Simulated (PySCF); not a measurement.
Cl3Si, SMILES Cl[Si](Cl)Cl (connectivity only; charge and spin as stated), charge +1, multiplicity 1. Atoms are numbered in the order given.

```xyz
4

Cl     1.9629     0.0000     0.0000
Si     0.0000     0.0000     0.0000
Cl    -0.9814    -1.6999     0.0000
Cl    -0.9814     1.6999     0.0000
```
Charge +1, spin multiplicity 1.

Coordinates come from a PBE0-D3(BJ)/def2-SVP optimisation. The spin state was assumed, not searched. The isomer is the one that the SMILES or the coordinates give; other isomers of the formula were not compared.

Method: PBE/def2-TZVPD run with PySCF.

```
Property                                                           Value
------------------------------------------------  ----------------------
total energy                                         -1669.26050 hartree
point group                                                          D3h
highest occupied level                                         -14.03 eV
lowest empty level                                              -9.18 eV
orbital gap                                                      4.85 eV
dipole moment about the centre of nuclear charge                  0.00 D
mean static polarisability                          59.3 bohr³ (8.79 Å³)
polarisability, principal values                  41.7, 68.1, 68.1 bohr³
```
